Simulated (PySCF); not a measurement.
Ionisation energy of Tc by level of theory

Tc [Kr] 4d5 5s2 (6S) → Tc⁺ [Kr] 4d5 5s1 (7S), as a difference of total energies. All numbers are calculated (PySCF 2.14, scalar relativity through the core potential, in cc-pVDZ-PP with ECP28MDF (4s4p3d1f, 38 functions)). Correlated levels: valence: 4s2 4p6 frozen. The calculations carry no spin-orbit coupling.

```tsv
method	ionisation energy (eV)	error (eV)
UHF	5.583	-1.536
B3LYP	7.308	+0.189
PBE	6.945	-0.174
MP2 (valence)	6.562	-0.557
SCS-MP2 (valence)	6.774	-0.345
```

Reference: 7.119 eV (measured; NIST Atomic Spectra Database, ionization energies).

Errors of the correlated levels include the incompleteness of this basis and the frozen core.

MP2 underrates the near-degeneracy of ns² with np² in the lower species.
